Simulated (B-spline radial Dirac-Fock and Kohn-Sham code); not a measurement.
# The K (1s) hole of sulfur ions: width and yield against charge

Level of theory: a relativistic independent-particle model: LDA orbitals of the hole state, radiative multipoles to third order, Auger rates from the Coulomb interaction with a continuum orbital, Dirac-Fock energies; a radial atomic solver. Tabulated ground configurations, configuration averages; single configurations, so decays that open only by mixing (as 1s 2s² with 1s 2p² in Be-like ions) are missing and such tiny yields are far too low.

```
 ion  configuration  radiative (eV)  non-radiative (eV)     yield
   S   [Ne] 3s2 3p4          0.0433               0.500    0.0798
  S⁺   [Ne] 3s2 3p3          0.0431               0.497    0.0798
 S²⁺   [Ne] 3s2 3p2          0.0428               0.493    0.0798
 S³⁺   [Ne] 3s2 3p1          0.0423               0.487    0.0799
 S⁴⁺       [Ne] 3s2          0.0417               0.480    0.0800
 S⁶⁺   [He] 2s2 2p6          0.0423               0.465    0.0835
 S⁷⁺   [He] 2s2 2p5          0.0377               0.380    0.0901
 S⁸⁺   [He] 2s2 2p4          0.0321               0.294    0.0984
 S⁹⁺   [He] 2s2 2p3          0.0256               0.213     0.108
S¹⁰⁺   [He] 2s2 2p2          0.0181               0.142     0.114
S¹¹⁺   [He] 2s2 2p1         0.00961              0.0878    0.0987
S¹²⁺       [He] 2s2        1.30e-09              0.0600  2.17e-08
```

Values without a named source are computed, but for edge energies of neutral atoms, which are taken from tables.
